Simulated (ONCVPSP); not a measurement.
Configuration tests for chromium (Cr) (ONCV)

Cr (Z = 24), optimised norm-conserving Vanderbilt (ONCV), made with ONCVPSP 4.0.1 (PBEsol, scalar-relativistic). Core [Ne], reference 3s2 3p6 3d5 (charge +1). Waves: 3s: rc 0.85 bohr, ncon 4, nbas 7, qcut 8.4 1/bohr, 1 projector; 3p: rc 1.20 bohr, ncon 3, nbas 6, qcut 13.8 1/bohr, 2 projectors, debl 0.5 Ha; 3d: rc 2.15 bohr, ncon 5, nbas 9, qcut 7 1/bohr, 2 projectors, debl 1.8 Ha; f scattering state at 0.03 Ha: rc 1.90 bohr, ncon 3, nbas 6, qcut 6.7 1/bohr, 2 projectors, debl 0.25 Ha. Local part: polynomial inside 0.85 bohr (lpopt 1, dvloc0 2 Ha). Core correction: Teter function, fcfact 5.25, rcfact 1.35.

In the p channel the program set the typed energies aside and used -1.923, 0.250 Ha.

Energies are relative to the spin-unpolarised reference configuration 3s2 3p6 3d5; without spin polarisation the order of configurations can differ from experiment.

**Question.** Give the all-electron excitation energy and the error of the potential for: 3s2 3p6 3d5 4s1; 3s2 3p6 3d4; 3s2 3p6 3d3; 3s2 3p6 3d5.5 4s0.5.

**Answer.**

```csv
valence configuration,charge,ΔE all-electron (eV),error AE − PS (meV)
3s2 3p6 3d5 4s1,0,-6.874,+56
3s2 3p6 3d4,+2,16.015,+54
3s2 3p6 3d3,+3,46.720,+476
3s2 3p6 3d5.5 4s0.5,0,-6.154,+18
```

Levels in the configuration 3s2 3p6 3d5.5 4s0.5:

```
level  all-electron (eV)  pseudo (eV)
   3s            -72.434      -72.436
   3p            -44.048      -44.051
   3d             -1.944       -1.934
   4s             -3.709       -3.749
```
